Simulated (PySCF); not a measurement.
## Dipole response of Re+ (rhenium, charge +1)

[Xe] 4f14 5d6, high-spin 5D determinant (an excited configuration). Calculation: PySCF 2.14, in ANO-RCC-VTZP (8s7p5d3f2g1h, 104 functions); the spin-free X2C one-electron Hamiltonian (Gaussian nucleus). Coupled (time-dependent) response in atomic units; α is the mean over directions. The basis has no added diffuse functions, which lowers α and C₆.

```tsv
method	mean α (bohr³)	α xx, yy, zz	C₆ (like pair)	S(−4)
PBE0	20.91	19.51, 19.51, 23.71	135.4	271.2
```

S(−4) is the Cauchy moment in α(ω) = α(0) + S(−4) ω² + …

Spin-orbit coupling is absent.

α(iu) at PBE0:

```csv
u (hartree),α(iu) (bohr³)
0,20.91
0.0500,20.26
0.100,18.60
0.200,14.51
0.300,11.32
0.500,7.875
0.750,5.935
1.00,4.831
1.50,3.446
2.00,2.568
3.00,1.567
5.00,0.7667
```

A single London oscillator, α(iu) = α/(1 + u²/ω²), gives C₆ = (3/4) ω α². Matching the computed C₆ needs ω = 4 × 135.4 / (3 × 20.91²) = 0.413 hartree.

For an ion, C₆ is the dispersion term alone; charge-induced terms of lower order in 1/R come first.

The components differ because the open shell of this determinant is not spherical; for a pure term their mean is the scalar polarisability.

⟨L²⟩ = 7.27 against 6 for a pure D term, so this real determinant mixes terms. Spin-orbit coupling, absent here, splits the open shell strongly.
